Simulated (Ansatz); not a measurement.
Molecule: sum formula WO$_{2}$F, charge 1, multiplicity 1. 
Coordinates optimised at B3LYP-D3(BJ)/def2-TZVP (Ansatz, a quantum-chemistry and plane-wave program):
```
W
O 1 1.6790
O 1 1.6790 2 103.86
F 1 1.8189 2 105.96 3 111.42
```
Charge +1, spin multiplicity 1.

Property: vertical ionisation energy (to the doublet state of charge +2; each state is the SCF solution reached for its spin; the UHF <S^2> is 1.28 for the doublet (pure: 0.75); for the doublet T1 is 0.061; for the singlet the Hartree-Fock reference is unstable and T1 is 0.030), in eV. Valence correlation only, unless marked. Open shells are spin-unrestricted. Spin-orbit coupling is left out. The frozen core is the preceding noble-gas configuration, with the filled d and f shells of earlier blocks. Past Kr the def2 sets carry scalar-relativistic core potentials. Basis-set limits of correlation are two-point, X^-3; Hartree-Fock from the larger set. [CCSD(T)-MP2]/basis is that difference in the basis named.

| level | program | vertical ionisation energy (eV) |
|---|---|---|
| HF/def2-TZVPPD | Ansatz | 16.62 |
| HF/def2-QZVPPD | Ansatz | 16.62 |
| PBE/def2-TZVPD | Ansatz | 18.47 |
| BHLYP/def2-TZVPD | Ansatz | 18.40 |
| MP2/def2-SVPD | Ansatz | 20.88 |
| RI-MP2/def2-TZVPPD | Ansatz | 20.85 |
| RI-MP2/def2-QZVPPD | Ansatz | 20.94 |
| SCS-MP2/def2-SVPD | Ansatz | 20.66 |
| CCSD(T)/def2-SVPD | Ansatz | 18.60 |
| RI-MP2/CBS(def2-TZVPPD,def2-QZVPPD)+[CCSD(T)-MP2]/def2-TZVPPD | Ansatz | 18.82 |
